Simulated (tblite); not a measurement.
C4H6F2O2Si.
Structure used (GFN2-xTB), in Å, numbered top down from 1:
```
atom  x, y, z in Å
O1    -2.0514    1.7592   -0.5626
C2    -1.3693    0.8744   -0.1401
C3    -1.5204   -0.6058   -0.3857
O4    -0.5440   -1.2770    0.3649
C5     0.4932   -0.3515    0.7485
Si6    1.8869   -0.5637   -0.5428
F7     1.2518   -0.0132   -1.9174
C8    -0.1373    1.0290    0.7695
F9    -0.5585    1.3792    2.0385
H10   -2.5113   -0.9560   -0.0797
H11   -1.4017   -0.7982   -1.4622
H12    0.7994   -0.6400    1.7564
H13    2.1209   -1.9765   -0.7591
H14    3.0197    0.3086   -0.2850
H15    0.5176    1.8395    0.4347
```

Method: GFN2-xTB as coded in tblite; computed harmonic values from a numerical Hessian at the method's own geometry, unscaled. Errors from tens to a few hundred cm⁻¹ against measured bands are possible. Modes of hydrogen on silicon can be 10 to 20 % off. One conformer, not necessarily the lowest.

Harmonic wavenumbers (cm⁻¹): 42.7, 45.9, 111.4, 124.0, 162.7, 232.2, 257.0, 379.0, 453.8, 519.6, 556.0, 572.5, 601.8, 661.8, 718.0, 734.0, 775.5, 819.1, 834.7, 927.6, 950.1, 999.0, 1043.4, 1079.6, 1123.2, 1138.8, 1183.0, 1198.2, 1231.1, 1257.7, 1279.1, 1414.8, 1828.8, 2358.7, 2402.9, 2873.0, 2945.7, 2948.3, 2964.6.

A = 2016, B = 1074, C = 964.2 MHz; mass 152.011 u (most abundant isotopes); point group C1, symmetry number 1.

Problem. Zero-point energy?

Solution. ½Σν̃ = 20875 cm⁻¹ = 59.68 kcal/mol.

Problem. Give the ideal-gas entropy at 500 K and 1 bar in the rigid-rotor, harmonic-oscillator model (classical rotation).

Solution. Translation 43.56, rotation 30.96, vibration 47.29: S = 121.8 cal/(mol K).

Problem. And Cp and H(500 K) − H(0)?

Solution. Cp = 51.70 cal/(mol K), of which vibrations give 43.75 (their classical limit is 39 R = 77.5); H(500 K) − H(0) = 15.71 kcal/mol without the zero-point energy, 11.73 from vibrations.

Problem. How do the functions run with temperature in this model?

Solution. 
| T (K) | S (cal/(mol K)) | Cp (cal/(mol K)) | H − H(0) (kcal/mol) | G − H(0) (kcal/mol) | ln q(vib) |
| --- | --- | --- | --- | --- | --- |
| 100 | 71.2 | 18.4 | 1.33 | -5.79 | 2.08 |
| 200 | 86.6 | 27.0 | 3.59 | -13.72 | 4.69 |
| 300 | 99.3 | 36.6 | 6.77 | -23.02 | 7.16 |
| 800 | 149.2 | 64.5 | 33.35 | -86.03 | 18.73 |
| 1000 | 164.2 | 69.6 | 46.80 | -117.41 | 22.81 |

q(vib) and H(0) count from the zero-point level.

Problem. Which modes carry the vibrational entropy at 500 K?

Solution. 42.7 cm⁻¹: 6.15; 45.9 cm⁻¹: 6.01; 111.4 cm⁻¹: 4.26; 124.0 cm⁻¹: 4.05; 162.7 cm⁻¹: 3.51; 232.2 cm⁻¹: 2.83 cal/(mol K); the other 33 give 20.49 together.

Hindered rotation and anharmonicity are outside this model. Other conformers, if any are populated, would add a mixing term that is left out. The structure is chiral; the term R ln 2 for an equal mix with its mirror image is left out.
